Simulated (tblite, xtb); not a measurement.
C$_{6}$H$_{14}$O$_{3}$, charge +1, doublet, at a GFN2-xTB geometry (a state made from the parent by changing its charge; the spin is typed, not shown lowest). Base run: GFN1-xTB run with xtb 6.7.1.

Geometry (Å):
```xyz
23

C     -4.3213     0.0145    -0.0435
O     -3.2289     0.6923     0.5152
C     -2.1093     0.8578    -0.2643
C     -1.1351    -0.3860    -0.1419
O      0.0177    -0.1725    -0.8762
C      1.1427     0.3121    -0.2332
C      2.1114    -0.8778     0.1628
O      3.2010    -0.4207     0.8645
C      4.3195     0.0032     0.1336
H     -5.1670     0.1884     0.6208
H     -4.1321    -1.0664    -0.0906
H     -4.5491     0.3710    -1.0530
H     -2.3424     0.9946    -1.3272
H     -1.5719     1.7301     0.1227
H     -1.6474    -1.2491    -0.5789
H     -0.9415    -0.5492     0.9236
H      0.9089     0.8654     0.6826
H      1.6783     0.9492    -0.9443
H      2.3847    -1.4053    -0.7591
H      1.5526    -1.5425     0.8301
H      4.1405     0.9842    -0.3267
H      5.1373     0.1005     0.8467
H      4.5837    -0.7074    -0.6558
```
Charge +1, spin multiplicity 2.
All else is at xtb's defaults.
Base energy -33.82447 Eh.

Programs used: tblite, xtb; a row that names a program was run with it.

Each row names what was changed in the base input (with any setting that the change needs).

```csv
change,ΔE vs base (mEh),G_solv (kcal/mol),SCF cycles
base,0.000,-,11
"program = tblite; method = gfn1; option = (--efield, 0,0,0.1)",1.470,-,-
acc = 30,0.000,-,7
file = coord,0.000,-,11
etemp = 1000,-0.284,-,11
etemp = 5000,-16.553,-,9
gbsa = thf,-74.828,-47.54,10
alpb = benzene,-66.090,-41.65,9
"program = tblite; method = gfn1; option = (--etemp, 2000)",-2.395,-,-
gbsa = water,-73.304,-46.89,10
```

ALPB and GBSA are two models with their own fitted parameters for each solvent, which aren't always the measured dielectric constant.
